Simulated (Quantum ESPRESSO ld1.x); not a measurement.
These are the eigenvalues of the occupied orbitals of an atom or ion with whole-number occupations (hartree). All-electron calculation, Dirac Kohn-Sham, PBE, spin-unpolarised, spherical densities, point nucleus. Program: ld1.x of Quantum ESPRESSO 7.5.

1s1/2: -1213.21
2s1/2: -188.986
2p1/2: -177.428
2p3/2: -166.449
3s1/2: -39.6518
3p1/2: -34.8744
3p3/2: -32.8078
3d3/2: -24.3940
3d5/2: -23.9594
4s1/2: -8.49710
4p1/2: -6.82806
4p3/2: -6.42408
4d3/2: -3.73404
4d5/2: -3.66983
5s1/2: -2.26248
6p1/2: -0.85269

Which element is it, and in what charge state? The configuration may be excited. Open shells, if any, fill j = l - 1/2 first.

Answer. Z = 53, iodine, charge +4: I4+ in [Kr] 4d10 5s2 6p1. The list shows which subshells hold electrons but not how many an open one holds; the 1s level, -1213.2 hartree, gives Z - s = 49.3 by -(Z - s)^2/2, which with screening and relativity narrows Z to a few neighbours, and the depths of the outer levels then fix element, charge and occupations together.
